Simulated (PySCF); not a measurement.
`C=C[BH2-]C#N` (charge -1). The calculation used PySCF 2.14.0, PBE0-D3(BJ)/def2-SVP geometry optimisation, gas phase.

```
atom  x, y, z in Å
C1    -1.6813    0.4300   -0.5488
C2    -0.6559    0.2174    0.2883
B3     0.8028   -0.3615   -0.0781
C4     1.9507    0.6214    0.4319
N5     2.7879    1.3397    0.8085
H6    -1.5814    0.2351   -1.6249
H7    -2.6609    0.8023   -0.2149
H8    -0.8579    0.4499    1.3492
H9     0.9791   -1.4468    0.5027
H10    0.9332   -0.5278   -1.2985
```

Problem. Which two atoms are farthest apart?

Solution. N5···H7, 5.57 Å; the next longest distance is 5.12 Å.

Problem. Where is the centre of mass (commonest isotopes), and what is the radius of gyration?

Solution. Mass 66.052 u; centre at (0.606, 0.447, 0.170) Å; Rg = √(Σ m r²/M) = 1.880 Å. As Ia + Ib + Ic = 2 Σ m r², the three principal moments sum to 466.9 u·Å².

Problem. Work out the bond lengths C1–H6, C2–B3, C2–H8, B3–H9 in Å.

Solution. For C1–H6 the difference vector is (0.0999, -0.1949, -1.0761) Å, of length 1.0982 Å. C1–H6 1.098; C2–B3 1.612; C2–H8 1.105; B3–H9 1.243 Å.

Problem. Give the dihedral angles H7–C1–C2–H8, C1–C2–B3–H10, H8–C2–B3–C4, C1–C2–B3–H9.

Solution. H7–C1–C2–H8 0° (synperiplanar); C1–C2–B3–H10 4° (synperiplanar); H8–C2–B3–C4 -56° (synclinal); C1–C2–B3–H9 -117° (anticlinal). Dihedral signs follow IUPAC: positive where, seen along the central bond, the front bond turns clockwise onto the rear one.

Problem. How far apart are these pairs, which share no bond: C1···N5, C1···H8, C2···C4, N5···H8, H6···H10, H8···H10, H9···H10?

Solution. C1···N5 4.759 Å (4 bonds apart); C1···H8 2.069 Å (2 bonds apart); C2···C4 2.642 Å (2 bonds apart); N5···H8 3.792 Å (4 bonds apart); H6···H10 2.648 Å (4 bonds apart); H8···H10 3.343 Å (3 bonds apart); H9···H10 2.023 Å (2 bonds apart).

Problem. How far are the heavy atoms from their best plane (unweighted least squares)?

Solution. 0.217 Å rms; C1 0.26, C2 0.40, B3 0.07, C4 0.05, N5 0.02 Å (magnitudes).

Problem. What are the angles H6–C1–H7, C2–C1–H7, C4–B3–H10, H9–B3–H10, C4–B3–H9?

Solution. From the scalar product of the two bond vectors; for H6–C1–H7 it is -0.5297 Å² over 1.0982 × 1.0999 Å², cos θ = -0.4386. H6–C1–H7 116.0°; C2–C1–H7 123.0°; C4–B3–H10 108.8°; H9–B3–H10 109.2°; C4–B3–H9 106.6°.

Problem. What is the repulsion energy of the bare nuclei, Σ ZA·ZB/RAB?

Solution. 125.46 Eh over 45 pairs, with full nuclear charges and distances in bohr; the largest single term is 19.07 Eh (C4 with N5).

PBE0-D3(BJ)/def2-SVP frequencies: not computed here. The geometry's basis has no diffuse functions, a weakness for an anion.

One conformer stands for the species.
